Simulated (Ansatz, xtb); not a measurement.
Species: SbF3 (charge +1, doublet). SMILES of the parent species: [F][Sb]([F])[F]
Structure (B3LYP-D3(BJ)/def2-TZVP (Ansatz, a first-principles code) minimum search):
```
Sb
F 1 1.8566
F 1 1.8566 2 105.26
F 1 1.8566 2 105.26 3 -110.93
```
Charge +1, spin multiplicity 2.

Harmonic wavenumbers from GFN2-xTB (xtb, at its own minimum), cm⁻¹: 95, 95, 119, 323, 323, 370.

Task: Give the harmonic wavenumbers at B3LYP-D3(BJ)/def2-TZVP (Ansatz, finite differences of forces, unscaled).

Result: 165, 165, 191, 658, 678, 678 cm⁻¹. Zero-point energy 3.6 kcal/mol.

Task: From these and the geometry, give the ideal-gas thermochemistry at 298.15 K and 1 atm (rigid rotor, harmonic oscillator).

Result: Point group C3v, rotational symmetry number 3. Rotational constants 4.867, 4.867, 3.055 GHz. S(trans) 41.45, S(rot) 23.72, S(vib) 8.23, S(elec, spin only) 1.38, S 74.8 cal/(mol K). H(298) - H(0) 3.74 kcal/mol; G - E(el) -14.9 kcal/mol.
